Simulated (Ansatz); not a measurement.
CH6O2SSi, SMILES `OC(S)O[SiH3]` from Hartree–Fock to CCSD(T)

```xyz
11

O    -1.272    1.482    1.065
C    -0.148    0.940    0.470
S     0.919    0.226    1.757
O    -0.554    0.030   -0.502
Si    0.436   -1.117   -1.183
H    -1.916    1.629    0.363
H     0.479    1.714    0.002
H    -0.043   -0.561    2.267
H    -0.263   -1.498   -2.433
H     1.769   -0.539   -1.493
H     0.592   -2.307   -0.314
```

Total charge 0; spin multiplicity 1. All single points use the PBE0-D4/def2-TZVP geometry. It is one conformer, not always the lowest. Frozen core, restricted reference, the Gaussian-basis code of Ansatz. CBS rows extrapolate triple and quadruple zeta; past MP2 they add the triple-zeta difference.

```csv
basis,HF (Eh),MP2 corr.
def2-SVP,-877.20254,-0.74067
def2-TZVPP,-877.68074,-0.94906
def2-QZVPP,-877.71037,-1.02442
```

Question: Estimate the CCSD correlation energy and the (T) correction in each basis where they were run (hartree).

Answer: 
```tsv
basis	CCSD corr.	(T)
def2-SVP	-0.79356	-0.02074
def2-TZVPP	-0.99450	-0.03927
CBS(def2)	-1.12569	as TZ
```
